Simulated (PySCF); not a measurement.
## UHF on As (arsenic, neutral)

Configuration: [Ar] 3d10 4s2 4p3, high-spin 4S determinant. Calculation: PySCF 2.14, in aug-cc-pVDZ-DK (6s5p3d, 36 functions); the spin-free X2C one-electron Hamiltonian (Gaussian nucleus).

```json
{"Total energy": "-2258.917865 hartree", "One-electron energy": "-3146.0453 hartree", "Hartree (Coulomb) energy": "969.8783 hartree", "Exchange energy": "-82.7508 hartree", "⟨S²⟩": "3.7510", "⟨L²⟩": "0.000", "Sum of ⟨r⟩": "24.68 bohr", "Sum of ⟨r²⟩": "40.76 bohr²", "Langevin diamagnetic susceptibility": "-32.3 ×10⁻⁶ cm³/mol", "Time after the integrals": "0.07 s of wall time on 1 thread of Neoverse-V2 (shared host)"}
```

```csv
shell,electrons,mean orbital energy (hartree),"rms radius, mean of both spins (bohr)"
1s α,1,-438.93039,0.0524
1s β,1,-438.92282,0.0524
2s α,1,-57.78403,0.219
2s β,1,-57.78053,0.219
2p α,3,-50.50075,0.196
2p β,3,-50.49248,0.196
3s α,1,-8.28706,0.639
3s β,1,-8.27220,0.639
3p α,3,-5.94949,0.667
3p β,3,-5.92917,0.667
3d α,5,-2.07370,0.751
3d β,5,-2.06224,0.751
4s α,1,-0.83411,2.14
4s β,1,-0.57609,2.14
4p α,3,-0.36927,2.71
```

Densities and radii are taken from the X2C orbitals without a picture-change correction, which distorts them close to the nucleus.
